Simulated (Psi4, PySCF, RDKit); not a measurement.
Internal rotation in SMILES CC(C)(C)CC[Si](Cl)(Cl)Cl (C₆H₁₃Cl₃Si). Scanned: dihedral C2–C5–C6–Si7; all other coordinates were relaxed at GFN2-xTB. Points at φ and −φ are mirror images. Heavy atoms are numbered in the order of the SMILES CC(C)(C)CC[Si](Cl)(Cl)Cl, hydrogens after them in the order of the atoms that carry them; the mirror image has the same energies with the sign of each dihedral reversed.

- RHF/3-21G = restricted Hartree-Fock/3-21G, density fitting // GFN2-xTB (PySCF)
- RKS-B3LYP/6-31G* = restricted B3LYP/6-31G*, spherical d, density fitting // GFN2-xTB in PySCF
- UFF // GFN2-xTB (RDKit)
- PBE-D3(BJ)/def2-SVP // GFN2-xTB (Psi4)

Energies relative to the lowest point of each profile, in kJ/mol; the last columns give the difference from PBE-D3(BJ):

```tsv
φ / °	RHF/3-21G	RKS-B3LYP/6-31G*	UFF	PBE-D3(BJ)/def2-SVP	RHF/3-21G − PBE-D3(BJ)/def2-SVP	RKS-B3LYP/6-31G* − PBE-D3(BJ)/def2-SVP	UFF − PBE-D3(BJ)/def2-SVP
-165	1.5	1.5	2.8	1.2	0.4	0.3	1.6
-150	5.4	5.2	9.1	4.2	1.3	1.1	5.0
-135	9.9	9.8	14.5	6.8	3.1	3.0	7.8
-120	14.2	14.1	17.1	8.6	5.6	5.5	8.5
-105	18.5	19.3	24.6	10.0	8.4	9.2	14.5
-90	15.7	19.1	24.7	6.3	9.4	12.8	18.5
-75	18.6	20.3	27.3	5.5	13.0	14.8	21.8
-60	22.2	24.2	35.8	7.5	14.7	16.6	28.2
-45	30.8	31.9	54.3	14.4	16.3	17.4	39.9
-30	41.6	41.3	75.7	23.5	18.1	17.7	52.2
-15	51.9	50.2	94.7	32.4	19.5	17.8	62.2
0	59.1	56.5	107.3	39.0	20.1	17.5	68.3
15	51.9	50.2	94.7	32.4	19.5	17.8	62.2
30	41.6	41.3	75.7	23.5	18.1	17.7	52.2
45	30.8	31.9	54.3	14.4	16.3	17.4	39.9
60	22.2	24.2	35.8	7.5	14.7	16.6	28.2
75	18.6	20.3	27.3	5.5	13.0	14.8	21.8
90	15.7	19.1	24.7	6.3	9.4	12.8	18.5
105	18.5	19.3	24.6	10.0	8.4	9.2	14.5
120	14.2	14.1	17.1	8.6	5.6	5.5	8.5
135	9.9	9.8	14.5	6.8	3.1	3.0	7.8
150	5.4	5.2	9.1	4.2	1.3	1.1	5.0
165	1.5	1.5	2.8	1.2	0.4	0.3	1.6
180	0.0	0.0	0.0	0.0	0.0	0.0	0.0
```

RHF/3-21G is furthest from PBE-D3(BJ)/def2-SVP at 0 (20.1 kJ/mol, above); its mean absolute difference over the points is 10.0 kJ/mol.

RKS-B3LYP/6-31G* is furthest from PBE-D3(BJ)/def2-SVP at -15 (17.8 kJ/mol, above); its mean absolute difference over the points is 10.4 kJ/mol.

UFF is furthest from PBE-D3(BJ)/def2-SVP at 0 (68.3 kJ/mol, above); its mean absolute difference over the points is 24.5 kJ/mol.
